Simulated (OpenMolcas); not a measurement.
Os4+ among 6 point charges of -1.7 e arranged as a trigonal prism (D3h), 1.98 Å from the ion, with a polar angle of 47.6° against the regular 49.1°.

| Quantity | Value |
| --- | --- |
| Program | OpenMolcas 26.06 |
| Method | SS-CASPT2, IPEA 0.25 Eh, imaginary shift 0.1 Eh (closed shells correlated: 4f 5s 5p) |
| Basis | ANO-RCC-VDZP [7s6p4d2f1g] |
| Scalar Hamiltonian | DKH2, point nucleus |
| Active space | 4 electrons in 5 orbitals (5d) |
| State averaging | 2S+1 = 5 even, 5 roots; 2S+1 = 3 even, 45 roots; 2S+1 = 1 even, 50 roots |
| Spin-orbit coupling | RASSI with atomic mean-field integrals over the reference wave functions |

**Question.** What is the spin-free ground state (labels of D3, the rotations of D3h)?

**Answer.** 5E, 2-fold in its orbital part, 100 % from free-ion D terms; it has the highest spin that d4 allows.

**Question.** Where is the first state of the same spin?

**Answer.** 5A1 at 6300 cm-1 above the ground state.

**Question.** What are the lowest two levels with spin-orbit coupling?

**Answer.** A 1-fold level A1, then a 2-fold level E 3390 cm-1 above it. Their leading multiplicities are 5 (64 %) and 5 (85 %).

**Question.** What is χT at 300 K?

**Answer.** 0.10 cm3 K/mol.

Roots that are degenerate in the reference are averaged as groups; the widest CASPT2 spread within a group is 150 cm-1 (the 2-fold group of multiplicity 5 near 13000 cm-1 above the lowest state of its run). Shifts and gaps below about the spread of the groups concerned are not significant. Spin-orbit coupling mixes the spin-free states strongly: the lowest level takes only 49 % from its leading state, 5E. This shell can be high or low spin here, a state of another spin lies low, and with metal d orbitals alone active their balance is uncertain, so the ground spin may be wrong. Point charges give a weaker field than real ligands, and real ions of this kind are as a rule low spin; the high spin found here belongs to the model. Free-ion shares, where given, are those of the reference states; single-state CASPT2 does not remix them. Point charges carry no covalency, so the field is a model and not that of real ligands. No measured value stands beside these numbers.
